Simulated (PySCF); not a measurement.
SMILES ClC[Si](Cl)(Cl)Cl (PBE/def2-SVP optimised geometry):

```
8

Cl     1.784     0.371    -1.458
C      1.121    -0.442     0.000
Si    -0.765    -0.442     0.000
Cl    -1.493     1.486     0.000
Cl    -1.377    -1.406     1.727
Cl    -1.494    -1.452    -1.641
H      1.493     0.084     0.903
H      1.493    -1.486     0.028
```

Method: PBE/def2-TZVP (PySCF 2.14.0).

Problem. What are the frontier orbital energies and the dipole moment?

Solution. HOMO-2 -7.97 eV, HOMO-1 -7.53 eV, HOMO -7.27 eV, LUMO -1.52 eV, LUMO+1 -1.35 eV; dipole moment 1.48 D.

Meta-Löwdin charges at PBE/def2-TZVP: Cl1 -0.08, C2 -0.43, Si3 0.93, Cl4 -0.24, Cl5 -0.26, Cl6 -0.24, H7 0.16, H8 0.16.
